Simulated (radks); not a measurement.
Numerical settings for the boron ion B+, [He] 2s2. All-electron calculation, non-relativistic Kohn-Sham, PBEsol, spin-polarised, spherical densities, point nucleus. Program: a radial shooting solver on a logarithmic mesh with Libxc functionals. The defaults (mesh step 0.008 in ln r, mesh end at 40 bohr or more with all orbitals vanishing there, Anderson mixing 0.5 over 9 steps, residual threshold near 1e-9 with the energy settled to 1e-9 hartree or 1e-11 of itself, here a cap of 61 iterations) give E = -24.1630 hartree and 2s at -19.373 eV in 12 iterations. Run on one thread of a shared host, so times are rough (Arm Neoverse V2): 0.04 s of CPU time, 0.04 s wall, 12 iterations on 2476 mesh points. Changes against that run (0 stands for a change within the tolerance of the run):

setting,iterations,converged,E (mhartree),e(2s) (meV),CPU (s)
mesh step in ln r 0.012,12,yes,0,0,0.03
mesh step in ln r 0.05,12,yes,-0.000206,-0.00331,0.01
mesh step in ln r 0.2,61,no,-1.55e+05,-,0.06
mesh end (bohr) 8,12,yes,+0.0122,+1.03,0.04
mesh end (bohr) 400,12,yes,0,0,0.05
residual threshold 0.1,8,yes,0,-0.0494,0.03
residual threshold 1e-16,61,no,0,0,0.16
mixing 0.2,15,yes,0,0,0.05
"linear mixing, mixing 0.2",61,no,0,-0.00331,0.17
"linear mixing, mixing 0.5",30,yes,0,0,0.09
mixing history 3,14,yes,0,0,0.05
iteration cap 8,8,no,0,0,0.03

No run marked as converged misses the energy by more than 1 mhartree. A mesh that ends early acts as a hard wall.
